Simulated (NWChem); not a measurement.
Species: C₅H₅F; SMILES C(C)#CC(=C)F

Program: NWChem. Pople sets run with spherical d functions. Structure relaxed at the B3LYP/6-31G* (spherical d) level.

For level B3LYP/6-31G*:

```yaml
highest occupied level (eV): -6.36
orbital gap (eV): 5.83
```

Estimate the same quantities for level PBE/6-31G*.

The highest occupied level (eV) comes out as -5.45 and the orbital gap (eV) comes out as 4.22.
